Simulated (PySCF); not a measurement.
## Ionisation energy of P⁺ by level of theory

P⁺ [Ne] 3s2 3p2 (3P) → P²⁺ [Ne] 3s2 3p1 (2P), as a difference of total energies. All numbers are calculated (PySCF 2.14, the spin-free X2C one-electron Hamiltonian (Gaussian nucleus), in x2c-TZVPPall with one added diffuse shell each of s, p, d type (6s6p4d1f, 51 functions)). Correlated levels: valence and next inner shell: 1s2 frozen. The calculations carry no spin-orbit coupling.

```
                                method  ionisation energy (eV)
                                   UHF                  19.150
    MP2 (valence and next inner shell)                  19.605
SCS-MP2 (valence and next inner shell)                  19.512
   CCSD (valence and next inner shell)                  19.637
CCSD(T) (valence and next inner shell)                  19.669
```

Task: How much does correlation contribute at CCSD(T) (valence and next inner shell)?

Result: 19.669 − (19.150) = 0.519 eV, measured against UHF.

A first-order spin-orbit estimate (lowest level to lowest level, LS coupling) adds -0.007 eV.

Errors of the correlated levels include the incompleteness of this basis and the frozen core.

For comparison: 19.769 eV (semi-empirical (NIST evaluation); NIST Atomic Spectra Database, ionization energies).
